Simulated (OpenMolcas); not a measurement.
**What dynamic correlation does to the levels of F IV**

```json
{
 "Program": "OpenMolcas 26.06",
 "Basis": "ANO-RCC-VDZP [3s2p1d]",
 "Scalar Hamiltonian": "DKH2, point nucleus",
 "Active space": "4 electrons in 8 orbitals (2s 2p 3s 3p)",
 "State averaging": "2S+1 = 3 even, 3 roots; 2S+1 = 1 even, 6 roots; 2S+1 = 5 odd, 1 root; 2S+1 = 3 odd, 5 roots",
 "Spin-orbit coupling": "RASSI with atomic mean-field integrals over the reference wave functions, term energies averaged over their components"
}
```

Methods on the same reference wave functions:
A. CASSCF
B. SS-CASPT2, IPEA 0.25 Eh, imaginary shift 0.1 Eh (closed shells correlated: 1s)

Energies in cm⁻¹ above 2s² 2p² ³P₀, the measured ground level; measured values from Moore, Atomic Energy Levels, vol. I, NSRDS-NBS 35 (1971 reprint of NBS Circular 467, 1949).

| Level | A | B | Measured |
| --- | --- | --- | --- |
| 2s² 2p² ³P₀ | 0.0 | 0.0 | 0.0 |
| 2s² 2p² ³P₁ | 193 | 193 | 225 |
| 2s² 2p² ³P₂ | 565 | 564 | 613 |
| 2s² 2p² ¹D₂ | 26526 | 25640 | 25241 |
| 2s² 2p² ¹S₀ | 47633 | 52440 | 53544 |
| 2s 2p³ ⁵S°₂ | 67892 | 74340 |  |

Deviations, from unrounded energies. A percentage is the sum of absolute deviations over the sum of measured energies, with the sign that they share, or ± where signs differ.

```tsv
Against measurement	Levels	A	B
mean absolute deviation (cm-1)	4	1800	400
fine structure of the ground term (%)	2	-9.6	-9.8
other terms of the ground configuration (%)	2	±9.1	±1.9
```

B lies closest to measurement on these levels. The largest miss of B in the table is 2s² 2p² ¹S₀, by -1100 cm-1. The ranking rests on the paired levels alone, and a cruder setting can come out closer through cancelling errors.

From A to B the spin-free energies of the other terms of 2s² 2p² shown, above ³P, scale by factors of 0.97 to 1.10.

The lowest spin-free term lies below A's lowest term by 0.043 hartree in B.

CASPT2 does not keep the components of a term degenerate, so their means are used; among the terms shown or strongly mixed into the levels shown the widest spread is 12 cm-1 (2s² 2p² ¹D, B). Active for correlation alone: 3p 3s; no level in the range computed is led by a configuration that fills them, so any true level of that kind is missing. The basis is small and was not contracted for so high a charge. Computed and measured levels are paired by configuration, term and J; levels that our copy of the source lacks, or whose pairing is in doubt (as where it misses far off the trend of its configuration), stay unpaired and out of the deviations. Only configurations of the active space appear. Levels that lie high or do not pair safely by name in every column are left out.

° marks odd parity.
